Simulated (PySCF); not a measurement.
**ORD: SMILES C=C(F)[Se][C@H]1C[C@@H]1C, C$_{6}$H$_{9}$FSe**

Geometry (Å), atoms numbered from 1 in this order:
```xyz
17

C     2.977    1.558    0.924
C     1.784    1.358    0.392
F     0.660    1.683    1.049
Se    1.444    0.635   -1.345
C    -0.412    0.137   -1.056
C    -0.879   -1.214   -1.513
C    -0.743   -0.926   -0.051
C    -1.962   -0.762    0.818
H     3.862    1.281    0.380
H     3.090    2.002    1.897
H    -1.087    0.977   -1.164
H    -0.160   -1.875   -1.974
H    -1.870   -1.282   -1.937
H     0.095   -1.393    0.455
H    -2.781   -0.325    0.252
H    -2.283   -1.729    1.201
H    -1.740   -0.113    1.662
```

The calculation used TDDFT BHandHLYP/def2-SVPD circular dichroism and optical rotation, one conformer, gas phase in PySCF 2.14.0. Geometry: GFN2-xTB.

The molecule is flexible and this is one conformer; a measurement averages over conformers. The calculation is non-relativistic, which matters for the atoms heavier than Zn. States above about 7.2 eV (minus the energy of the highest occupied orbital) lie near or above the ionisation threshold and depend on the basis.

Stereocentres: C5 S, C7 S.

Give the optical rotatory dispersion at 633, 589.3, 546, 436, 405, 365, 355 nm.

[α] in deg dm⁻¹ (g/mL)⁻¹:
```tsv
λ (nm)	origin-invariant length gauge	modified velocity gauge	length gauge (centre of mass)	isotropic polarisability (au)
633	-102.9	-108.1	-102.6	101.2
589.3	-122.6	-128.9	-122.2	101.6
546	-148.7	-156.5	-148.3	102.2
436	-279.4	-295.4	-278.9	104.9
405	-354.6	-375.6	-354.1	106.1
365	-520.0	-553.0	-519.5	108.3
355	-583.6	-621.6	-583.1	109.1
```

And for the mirror image at 589.3 nm?

+122.6 deg dm⁻¹ (g/mL)⁻¹ (origin-invariant length gauge): the same size and the opposite sign.

What is the molar rotation [Φ] = [α]·M/100 of the geometry above at 589.3 nm?

With M = 179.11 g/mol, -219.5 deg cm² dmol⁻¹ (origin-invariant length gauge).

The first excitation lies at 4.76 eV (261 nm) with R = -10.6 × 10⁻⁴⁰ esu² cm² (velocity form).
